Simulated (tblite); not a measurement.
Species: C₃H₇O₂Si (doublet state).
SMILES with atom numbers: `[CH2:1]=[CH:2][Si@H:3]([O:4])[O:5][CH3:6]` (hydrogens: H7, H8 on C1; H9 on C2; H10 on Si3; H11, H12, H13 on C6)
Bond orders are those of one Lewis drawing.

Computed with GFN2-xTB (tblite), gas phase: L-BFGS steps from a force-field or distance-geometry start until the largest atomic force falls under 0.01 eV/Å.

Step 44: E = -539.6229 eV
```
atom  x, y, z in Å  |  force x, y, z in eV/Å
C1     -2.6519   -0.4309   -0.3772   -0.002   0.005  -0.005
C2     -1.4081   -0.7266   -0.1413    0.019   0.001   0.003
Si3    -0.1117    0.7132    0.2795    0.019  -0.005  -0.024
O4     -0.2559    1.8773   -0.6907    0.007  -0.004   0.006
O5      1.2350   -0.2040    0.4459    0.013   0.031  -0.009
C6      2.5018    0.0361   -0.0672   -0.003   0.004   0.002
H7     -3.0224    0.5780   -0.3323   -0.006   0.023   0.012
H8     -3.3768   -1.1876   -0.6501   -0.007  -0.013  -0.028
H9     -0.9487   -1.6952   -0.1664    0.003  -0.030   0.016
H10    -0.5004    0.7368    1.7004   -0.018   0.001   0.028
H11     2.8756    1.0007    0.2888    0.009  -0.020  -0.023
H12     3.1689   -0.7605    0.2698   -0.006   0.009  -0.010
H13     2.4902    0.0631   -1.1605   -0.027   0.000   0.031
```

Step 45: E = -539.6232 eV
```
atom  x, y, z in Å  |  force x, y, z in eV/Å
C1     -2.6500   -0.4323   -0.3778   -0.010   0.012  -0.010
C2     -1.4065   -0.7258   -0.1383    0.015  -0.010  -0.008
Si3    -0.1118    0.7149    0.2807    0.014   0.002  -0.013
O4     -0.2527    1.8806   -0.6882    0.006  -0.012   0.007
O5      1.2338   -0.2034    0.4500    0.024   0.040  -0.024
C6      2.4989    0.0350   -0.0678    0.009   0.004   0.001
H7     -3.0221    0.5758   -0.3333   -0.010   0.032   0.014
H8     -3.3732   -1.1890   -0.6554   -0.003  -0.016  -0.023
H9     -0.9474   -1.6945   -0.1645    0.010  -0.031   0.021
H10    -0.5005    0.7392    1.7018   -0.020   0.001   0.027
H11     2.8758    0.9995    0.2851    0.004  -0.020  -0.011
H12     3.1660   -0.7621    0.2672   -0.002   0.007  -0.009
H13     2.4854    0.0626   -1.1611   -0.038  -0.008   0.030
```

**Question.** Estimate the geometry and energy of step 46. (The exact step hangs on the optimiser's Hessian estimate; all steps are aligned on step 45, rigid shifts and turns removed.)

**Answer.** E = -539.6235 eV, largest force 0.054 eV/Å
```
atom  x, y, z in Å  |  force x, y, z in eV/Å
C1     -2.6482   -0.4336   -0.3784   -0.013   0.016  -0.015
C2     -1.4048   -0.7253   -0.1347    0.004  -0.021  -0.023
Si3    -0.1118    0.7169    0.2815    0.000   0.008   0.008
O4     -0.2498    1.8842   -0.6857    0.004  -0.016   0.004
O5      1.2331   -0.2013    0.4543    0.027   0.037  -0.029
C6      2.4962    0.0342   -0.0684    0.021   0.004  -0.002
H7     -3.0218    0.5740   -0.3337   -0.010   0.028   0.014
H8     -3.3692   -1.1906   -0.6619    0.006  -0.010  -0.013
H9     -0.9466   -1.6948   -0.1620    0.013  -0.023   0.026
H10    -0.5013    0.7409    1.7033   -0.019   0.001   0.018
H11     2.8770    0.9981    0.2809    0.005  -0.010   0.003
H12     3.1628   -0.7639    0.2645    0.007   0.001  -0.004
H13     2.4799    0.0617   -1.1612   -0.046  -0.015   0.015
```

The energy changes by -0.0003 eV. The first-order estimate −F·Δx gives -0.0004 eV and the mean of the old and new forces, exact on a quadratic surface, -0.0003 eV. The step makes an angle of 76° with the force vector and moves no atom by more than 0.008 Å.

What follows is the cost of the whole relaxation. The run took 1.5 s of wall time on an Intel Xeon at 2.50 GHz with one thread, on a shared host.
